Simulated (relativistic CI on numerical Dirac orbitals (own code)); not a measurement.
# What each ingredient does to the levels of Ar¹¹⁺

Base calculation: Dirac-Coulomb-Breit CI, separate exchange-only KLI orbitals for each configuration, QED by a radiative potential, unscaled Slater integrals.

CI space (outside the closed core 1s2): 2s2.2p3, 2s.2p4, 2p5, 2p4.3s, 2s2.2p2.3s, 2p4.3p, 2s2.2p2.3p, 2p4.3d, 2s2.2p2.3d, 2s.2p3.3s, 2s.2p3.3p, 2s.2p3.3d, 2s2.2p2.4s, 2s2.2p2.4p, 2s2.2p2.4d, 2s2.2p2.4f. Levels of other configurations are missing.

Variants: (1) configuration mixing switched off; (2) only the first 3 configurations. Shifts of the energy above 2s2.2p3 4S°_3/2, in cm⁻¹, for the lowest level and the first level of each name with at least 55 % of one term (blank where a level changes its place among those of its configuration and J or its character, or is not in the variant):

```csv
Level,Base,Δ(1),Δ(2)
2s2.2p3 4S°_3/2,0,0,0
2s2.2p3 2D°_3/2,98975,+223,-826
2s2.2p3 2D°_5/2,102406,-786,-642
2s2.2p3 2P°_1/2,151693,+18282,-2992
2s2.2p3 2P°_3/2,156613,+17531,-2773
2s.2p4 4P_5/2,447190,-2111,-1967
2s.2p4 4P_3/2,459326,-2102,-1958
2s.2p4 4P_1/2,465302,-2087,-1943
2s.2p4 2D_3/2,623744,+781,+925
2s.2p4 2D_5/2,624286,+766,+911
2s.2p4 2S_1/2,726348,-1653,-1509
2s.2p4 2P_3/2,761537,+2737,+2881
2s.2p4 2P_1/2,777293,+2540,+2684
2p5 2P°_3/2,1189373,-18093,+3836
```

At this charge energies of transitions that change n are usually good to better than 1 %, and those within a shell (Δn = 0) to a few per cent.

Ionisation energy from the two ground configurations alone: base 618.737 eV. The NIST ASD value (semi-empirical) is 619 eV.
